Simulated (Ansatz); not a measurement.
Geometry optimisation, UKS PBE/def2-SVP in Ansatz 0.2.0.

input.yaml

```yaml
crystal:
  periodic: [false, false, false]
  atoms:
    - { symbol: Mo, position_ang: [0.000203, 0.089806, -0.227455] }
    - { symbol: F, position_ang: [0.540287, 0.124167, 2.681833] }
    - { symbol: F, position_ang: [1.782659, 0.175962, 0.170522] }
    - { symbol: F, position_ang: [-0.048809, 1.939518, -0.56671] }
    - { symbol: F, position_ang: [-1.594418, 0.230683, 0.641002] }
    - { symbol: F, position_ang: [-0.01793, -1.762244, 0.154129] }
    - { symbol: F, position_ang: [-0.123848, -0.258943, -2.024996] }
    - { symbol: O, position_ang: [-0.565136, -0.180053, 3.38685] }
    - { symbol: H, position_ang: [-0.487408, -1.159995, 3.471924] }
magnetization:
  spin_polarized: true
  initial_magnetization: 1
basis:
  gaussian: { orbitals: def2-SVP }
hamiltonian:
  xc: pbe
relax:
  f_tol: 0.03
  max_steps: 50
```

Launched with:

```bash
$ ansatz run input.yaml --threads 4 --pin off --max-ram 5120MiB --backend cpu --events-out ev --progress --plain --runs-dir out
```

Problem. Where does it end, and by what steps?

Solution. It converged. The force dipped under the threshold on the way, but the program's further checks kept it going. After 19 steps the energy has fallen by 1.969 eV; F2 moved furthest, 1.30 Å. Parted: F2–O8 (1.35 → 3.05 Å). Joined: Mo1–F2 (2.96 → 1.84 Å).

```tsv
step	energy less start (eV)	largest force component (eV/Å)	accepted
0	0.0000	2.918	yes
1	-0.2011	0.766	yes
2	-0.2629	0.203	yes
3	-0.2784	0.291	yes
4	-0.3014	0.162	yes
5	-0.3366	0.818	yes
6	-0.4350	1.665	yes
7	-0.5990	1.622	yes
8	-0.8337	2.008	yes
9	-1.2255	2.160	yes
10	-1.6183	1.524	yes
11	-1.8340	0.849	yes
12	-1.9174	0.493	yes
13	-1.9464	0.378	yes
14	-1.9612	0.129	yes
15	-1.9648	0.212	yes
16	-1.9683	0.031	yes
17	-1.9687	0.016	yes
18	-1.9677	0.216	no
19	-1.9689	0.027	yes
```

```xyz
9
Properties=species:S:1:pos:R:3
Mo 0.096 0.283 0.144
F 0.462 1.054 1.772
F 1.904 0.089 -0.161
F 0.126 1.939 -0.661
F -1.712 0.448 0.452
F 0.070 -1.395 0.939
F -0.254 -0.497 -1.491
O -0.802 -1.004 3.627
H -0.405 -1.719 3.066
```

Whether the end is a true minimum wasn't checked by a vibrational analysis.

The run took 2 min on 4 threads of Intel(R) Xeon(R) Platinum 8259CL CPU @ 2.50GHz (Skylake/Cascade Lake), on a shared host, peak memory 0.42 GiB.
